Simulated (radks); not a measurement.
Initial-state core-level shifts of the silver ion Ag2+ when its valence configuration changes from [Kr] 4d9. Method: Dirac Kohn-Sham, PBE, spin-unpolarised, spherical densities, finite nucleus; open shells are shared between the two j in proportion to 2j + 1; Fermi nuclear charge, rms radius 4.5454 fm; computed with a radial shooting solver on a logarithmic mesh with Libxc functionals. Shifts are changes of the shell-averaged eigenvalues in eV (positive: less bound); the change of the density at the nucleus, which sets a Mossbauer isomer shift, is in e/bohr^3, on a base of 1.457e+05.

\begin{tabular}{lrrrrr}
valence & 2s & 3p & 3d & 4s & density at nucleus \\ \hline
4d8 5s1 & -5.835 & -5.677 & -5.712 & -5.089 & +36.65 \\
4d8 5p1 & -7.182 & -7.044 & -7.077 & -6.462 & +4.61 \\
4d8 5s0.5 5p0.5 & -6.513 & -6.366 & -6.399 & -5.780 & +20.83 \\
4d8.5 5p0.5 & -3.542 & -3.482 & -3.497 & -3.216 & +2.16 \\
4d7.5 5s1 5p0.5 & -9.594 & -9.344 & -9.399 & -8.394 & +41.24 \\
4d7 5p2 & -14.723 & -14.380 & -14.456 & -13.007 & +10.38 \\
4d5.5 5s1 5p2.5 & -25.433 & -24.624 & -24.789 & -21.686 & +62.40 \\
4d6 5s1 5p2 & -21.358 & -20.718 & -20.851 & -18.360 & +56.68 \\
\end{tabular}
